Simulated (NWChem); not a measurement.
Species: CH3NO3Si; SMILES O=C=N[SiH](O)O

```xyz
9

Si    -0.0560     0.9494     0.4355
O     -1.4752     1.5260    -0.2029
O      1.2310     1.7968    -0.2021
N      0.2189    -0.7238     0.0434
C      0.1326    -1.9278    -0.0668
O      0.0818    -3.1012    -0.1947
H     -0.2010     1.0813     1.9085
H     -1.4755     1.6603    -1.1672
H      2.0091     1.2521    -0.4121
```
Atoms are numbered in this order, from 1.

All runs: NWChem. All runs use the structure optimised with PBE-D3(BJ)/def2-SVP. Level: PBE0/def2-SVP with SMD (1 M gas to 1 M solution), gas-phase geometry. Reactions with the solvent are ignored.

For solvent 2-propanol:

```yaml
cavity-dispersion-structure term (kcal/mol): 3.4
dipole in solution (D): 2.10
```

**Question.** How do the values read with solvent diethyl ether instead?

**Answer.** The cavity-dispersion-structure term (kcal/mol) comes out as -1.9. The dipole in solution (D) is 1.89.
